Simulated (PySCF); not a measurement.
SMILES O[Si](C)(C[SiH](C)C)O (GFN2-xTB optimised geometry):

```
22

Si    -1.554    -1.041     0.000
C     -2.217     0.739     0.000
C     -2.176    -1.952     1.555
C      0.350    -1.041     0.000
Si     1.153    -0.141    -1.471
C      0.653    -0.939    -3.115
O      0.702     1.422    -1.548
O      2.786    -0.071    -1.277
H     -2.050    -1.761    -1.190
H     -3.296     0.765    -0.116
H     -1.778     1.304    -0.815
H     -1.974     1.255     0.925
H     -1.830    -2.981     1.577
H     -3.261    -1.973     1.586
H     -1.834    -1.472     2.467
H      0.697    -2.074     0.026
H      0.704    -0.585     0.925
H     -0.390    -0.741    -3.333
H      1.242    -0.547    -3.938
H      0.783    -2.016    -3.095
H      1.240     2.074    -1.107
H      3.296    -0.874    -1.244
```

Level of theory: CAM-B3LYP/def2-SVP (PySCF).

Q: What are the frontier orbital energies and the dipole moment?

A: HOMO-2 -9.92 eV, HOMO-1 -9.69 eV, HOMO -8.84 eV, LUMO 2.13 eV, LUMO+1 2.83 eV; dipole moment 1.79 D.

On the same geometry PBE/def2-SVP (PySCF) gives HOMO-2 -7.08 eV, HOMO-1 -6.88 eV, HOMO -6.09 eV, LUMO 0.43 eV, LUMO+1 0.93 eV; dipole moment 1.73 D.

Meta-Löwdin charges at CAM-B3LYP/def2-SVP: Si1 0.80, C2 -0.55, C3 -0.54, C4 -0.69, Si5 1.27, C6 -0.57, O7 -0.72, O8 -0.72, H9 -0.14, H10 0.11, H11 0.12, H12 0.10, H13 0.11, H14 0.11, H15 0.10, H16 0.11, H17 0.11, H18 0.12, H19 0.11, H20 0.10, H21 0.33, H22 0.33.
